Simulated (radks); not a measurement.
Question: These are the eigenvalues of the occupied orbitals of an atom or ion with whole-number occupations (eV). Method: Dirac Kohn-Sham, PBE, spin-unpolarised, spherical densities, finite nucleus; Fermi nuclear charge, rms radius of each element as measured or else 0.836 A^(1/3) + 0.57 fm; computed with a radial shooting solver on a logarithmic mesh with Libxc functionals.

orbital  eigenvalue
1s1/2     -59202.87
2s1/2     -9982.873
2p1/2     -9516.359
2p3/2     -8536.194
3s1/2     -2243.472
3p1/2     -2037.920
3p3/2     -1830.950
3d3/2     -1479.885
3d5/2     -1434.652
4s1/2     -441.8913
4p1/2     -359.1844
4p3/2     -312.4779
4d3/2     -176.3383
4d5/2     -167.8417
5s1/2      -53.2513
5p1/2      -30.9787
5p3/2      -25.2765
6s1/2       -3.8771
4f5/2       -3.7368
4f7/2       -2.5421

Which element is it, and in what charge state? The configuration may be excited. Open shells, if any, fill j = l - 1/2 first.

Answer: Z = 69, thulium, charge 0: Tm in [Xe] 4f13 6s2. The list shows which subshells hold electrons but not how many an open one holds; the 1s level, -2175.7 hartree, gives Z - s = 66.0 by -(Z - s)^2/2, which with screening and relativity narrows Z to a few neighbours, and the depths of the outer levels then fix element, charge and occupations together.
